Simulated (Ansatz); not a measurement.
Stepwise reaction of `N[SiH2][SiH2]N` with hydrogen fluoride, as a gas-phase model of exchange steps in deposition or etching. ΔE in kJ/mol.

Isolated molecules relaxed with PBE0-D4/def2-TZVP in Ansatz; ΔE leaves out vibrations. CBS: MP2 limit from def2 TZ/QZ plus the TZ coupled-cluster correction, frozen cores. This one scheme is used for every species. DFT in def2-TZVPP. B3LYP here is the variant with VWN-RPA as its local correlation; programs differ in this. Each species was taken in one conformer, which may not be the lowest.

```
step                                                 reaction  PBE-D4  B3LYP-D4  ωB97M-V  CCSD(T)/CBS
   1         `N[SiH2][SiH2]N` + H–F → `N[SiH2][SiH](N)F` + H₂  -128.4    -137.2   -136.5       -132.0
   2  `N[SiH2][SiH](N)F` + H–F → `N[Si@H](F)[Si@@H](N)F` + H₂  -127.5    -136.2   -135.3       -130.9
```

**Question.** By hand: ΔE of the 2 steps together at CCSD(T)/CBS.

**Answer.** (-132.0) + (-130.9) = -262.9 kJ/mol, or -131.4 kJ/mol a step.

In ΔE the steps differ by no more than 1.1 kJ/mol. All are downhill at CCSD(T)/CBS. PBE-D4 differs from CCSD(T)/CBS by 3.4 to 3.6 kJ/mol a step. Only this route is followed, and other bonds may react first. Isolated molecules leave out the surface, adducts and barriers. Largest T1 diagnostic: 0.012.
